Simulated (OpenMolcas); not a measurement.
V2+ among 6 point charges of -0.5 e arranged as a tetragonal octahedron (D4h), 2.04 Å from the ion, with the axial distance 1.918 Å.

```
Program             : OpenMolcas 26.06
Method              : SS-CASPT2, IPEA 0.25 Eh, imaginary shift 0.1 Eh (closed shells correlated: 3s 3p)
Basis               : ANO-RCC-VTZP [6s5p3d2f1g]
Scalar Hamiltonian  : DKH2, point nucleus
Active space        : 3 electrons in 5 orbitals (3d)
State averaging     : 2S+1 = 4 even, 10 roots; 2S+1 = 2 even, 40 roots
Spin-orbit coupling : state interaction with AMFI integrals over the reference wave functions
```

**Question.** What is the spin-free ground state (labels of D4, the rotations of D4h)?

**Answer.** 4B1, 1-fold in its orbital part, 100 % from free-ion F terms; it has the highest spin that d3 allows.

**Question.** Where is the first state of the same spin?

**Answer.** 4B2 at 2090 cm-1 above the ground state.

**Question.** What are the lowest two levels with spin-orbit coupling?

**Answer.** A 2-fold level E1/2 with g = 0.00, 0.00, 5.30, then a 2-fold level E3/2 1 cm-1 above it. Their leading multiplicities are 4 (100 %) and 4 (100 %).

**Question.** What is χT at 300 K, and how does it compare with the textbook value?

**Answer.** The lowest level has 2S+1 = 4, for which the spin-only value is χT = S(S+1) / 2 = 1.875 cm3 K/mol (g = 2). The computed 1.761 at 300 K differs by -0.114, through orbital momentum, spin-orbit coupling and any other state in reach.

The ground term spreads over less than 5000 cm-1, several times less than with real ligands, so orbital moments are less quenched and χT lies further from the spin-only value than at real sites. Free-ion shares, where given, are those of the reference states; single-state CASPT2 does not remix them. This is an electrostatic model: the charges have no orbitals. No measured value stands beside these numbers.
